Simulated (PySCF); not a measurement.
Question: Write Cartesian coordinates for `FC(I)(C(F)(C(F)(F)F)F)F` as optimised with PBE0-D3(BJ)/def2-SVP.

Answer: 
```
atom  x, y, z in Å
F1    -2.3241    0.1436   -0.7532
C2    -1.3714    0.0335    0.1593
F3    -1.4969    1.0190    1.0330
F4    -1.5109   -1.1232    0.7872
C5     0.0057    0.1136   -0.5507
F6     0.1117    1.3402   -1.0668
F7     0.0085   -0.7903   -1.5316
C8     1.2152   -0.1556    0.3750
F9     1.1553   -1.4024    0.8247
F10    1.1710    0.6778    1.4086
I11    3.0764    0.1239   -0.7068
```

Any rigid rotation of these coordinates is as good. Atoms count from 1 in this order. Of the pairs four or more bonds apart, F4···F9 is among the closest relative to their van der Waals radii: 2.68 Å, 91 % of the sum of Bondi's values.

Bonds between heavy atoms (Å): F1–C2 1.324, C2–F3 1.323, C2–F4 1.324, C2–C5 1.551, C5–F6 1.335, C5–F7 1.334, C5–C8 1.547, C8–F9 1.327, C8–F10 1.328, C8–I11 2.171.

Computed, not measured: PBE0-D3(BJ)/def2-SVP geometry optimisation, gas phase, def2 core potentials past Kr in PySCF.

Point group: near Cs, missed by 0.27 Å at most; the miss may be what the optimiser left on a soft mode. Not checked by PBE0-D3(BJ)/def2-SVP frequencies. The numbers are those of one conformer (C2–C5–C8–F9 64°).

On an Arm Neoverse V1 with one thread, on a shared host, this took 1.9 min wall and 0.74 GiB of memory at its peak. These figures are those of the optimisation.
